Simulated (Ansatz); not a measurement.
Total energies of Sn₃F₅ (the lowest doublet isomer of a short search) from Ansatz at PBE0-D4/def2-TZVP, gas phase (1 Eh = 27.2114 eV = 2625.5 kJ/mol). The reference geometry is relaxed at r2SCAN-D4/def2-SVP.

```xyz
8

Sn    0.090    1.877   -0.615
Sn   -1.531   -1.039    0.123
Sn    1.708   -0.325    0.941
F    -0.286   -0.782    1.852
F     1.885    0.664   -1.021
F    -0.778    0.177   -1.555
F    -1.641    1.061    0.550
F     0.554   -1.634   -0.275
```

```json
{"state": "charge 0 doublet", "geometry": "reference", "energy (Eh)": "-1142.18802"}
{"state": "charge 1 singlet", "geometry": "reference", "energy (Eh)": "-1141.92735"}
{"state": "charge 1 singlet", "geometry": "relaxed at r2SCAN-D4/def2-SVP", "energy (Eh)": "-1142.00601"}
{"state": "charge -1 singlet", "geometry": "reference", "energy (Eh)": "-1142.23749"}
{"state": "free Sn atom (triplet)", "geometry": "–", "energy (Eh)": "-214.25870"}
{"state": "free F atom (doublet)", "geometry": "–", "energy (Eh)": "-99.67617"}
```

In the def2 sets Sn takes a core potential; there is no spin–orbit coupling.

**Question.** Work out the vertical ionisation energy to the singlet.

**Answer.** E(charge 1 singlet) − E(charge 0 doublet) = -1141.92735 − (-1142.18802) = 0.26067 Eh = 7.09 eV. For comparison, −ε of the highest occupied level of the spin that leaves is 5.33 eV at this level, 1.76 eV less.

**Question.** Work out the vertical electron affinity, to the singlet.

**Answer.** E(charge 0 doublet) − E(charge -1 singlet) = -1142.18802 − (-1142.23749) = 0.04947 Eh = 1.35 eV. The basis lacks diffuse functions, which makes affinities too small.

**Question.** Give the fundamental gap IE − EA, the Mulliken electronegativity (IE + EA)/2 and the hardness (IE − EA)/2.

**Answer.** From the values in Eh: IE − EA = 0.26067 − 0.04947 = 0.21120 Eh = 5.75 eV; (IE + EA)/2 = 4.22 eV; (IE − EA)/2 = 2.87 eV.

**Question.** How much does the charge 1 singlet relax, and what is the adiabatic ionisation energy?

**Answer.** Relaxation: -1141.92735 − (-1142.00601) = 0.07866 Eh = 2.14 eV. Adiabatic ionisation energy: 0.18201 Eh = 4.95 eV, without zero-point energy. 

**Question.** What is the binding energy per atom against free atoms?

**Answer.** Atoms: 3 × (-214.25870) + 5 × (-99.67617) = -1141.15695 Eh. Binding: -1141.15695 − (-1142.18802) = 1.03107 Eh = 28.06 eV, or 3.51 eV for each of 8 atoms (no zero-point energy, no counterpoise term).

At PBE0-D4/def2-TZVP the highest occupied level of the charge -1 singlet lies above zero (up to 0.19 eV). By energy differences its removal costs 1.35 eV (vertical, to the charge 0 doublet, at PBE0-D4/def2-TZVP); self-interaction error and the lack of diffuse functions both raise the level.  

The structure comes from a short search, and lower isomers may exist.
